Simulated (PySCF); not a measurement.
C5H11NO2Si.
SMILES with atom numbers: `[H]/[N:5]=[CH:4]/[C@:3]1([CH2:2][CH3:1])[CH2:6][O:7][SiH2:8][O:9]1`

Probes without a nucleus sit at each ring's centroid and 1 Å off its mean plane on both sides; NICS is minus the shielding there, NICSzz its component along the normal. Level: GIAO PBE0/pcSseg-1 (PySCF, non-relativistic, gas phase) on the GFN2-xTB geometry, one conformer.

Ring bond lengths (Å), with Mayer bond orders in brackets: C3–C6 1.554 (0.99), C6–O7 1.395 (0.88), O7–Si8 1.638 (0.99), Si8–O9 1.636 (0.97), O9–C3 1.408 (0.83).

**Question.** Give the NICS values of each ring in ppm.

**Answer.** 
```csv
ring,type,NICS(0),"NICS(1), two faces","NICS(1)zz, two faces",rms pucker (Å),"centre to ring atoms, mean (Å)"
C3–C6–O7–Si8–O9,5-membered ring with 2 O and Si; formal bonds all single,-7.3,-2.6 / -2.4,-4.7 / -4.1,0.08,1.29
```

**Question.** What do they say, and how far can they be read as aromaticity?

**Answer.** 
- C3–C6–O7–Si8–O9: mean NICS(1)zz -4.4 ppm, shielded. C3, C6, Si8 have four or more neighbours, and the NICS criterion for π rings isn't applied.

**Question.** At the second NICS(1) probe listed for ring C3–C6–O7–Si8–O9, 1 Å off the ring, what do the in-plane components average?

**Answer.** The isotropic value is a third of the trace: (3 × -2.4 − (-4.1))/2 = -1.5 ppm.

**Question.** Give the inner angles of the rings and the Hirshfeld charges of the ring atoms.

**Answer.** 
- C3–C6–O7–Si8–O9: C3 106.8° (+0.080 e), C6 108.4° (-0.001 e), O7 111.9° (-0.246 e), Si8 96.7° (+0.467 e), O9 112.5° (-0.228 e); sum 536.2° against 540° for a flat convex ring.

**Question.** How shielded are the nuclei of the rings and their hydrogens (means over atoms taken as equivalent)?

**Answer.** 
```csv
atoms,environment,σ isotropic (ppm)
C3,sp3 carbon bound to oxygen,101.4
C6,sp3 carbon bound to oxygen,106.7
O7,silyl ether oxygen,295.9
Si8,oxygen-bound silicon,351.7
O9,silyl ether oxygen,270.0
H on C6,methylene hydrogen,27.79
H on C6,methylene hydrogen,26.81
H on Si8,Si–H hydrogen,26.58
H on Si8,Si–H hydrogen,26.62
```

Time: 1.9 min of wall time; peak memory 1.0 GiB. Hardware: Intel Xeon at 2.50 GHz, one thread, shared host with 64 logical CPUs at a one-minute load of 56. This is the whole shielding run at PBE0/pcSseg-1, SCF included.
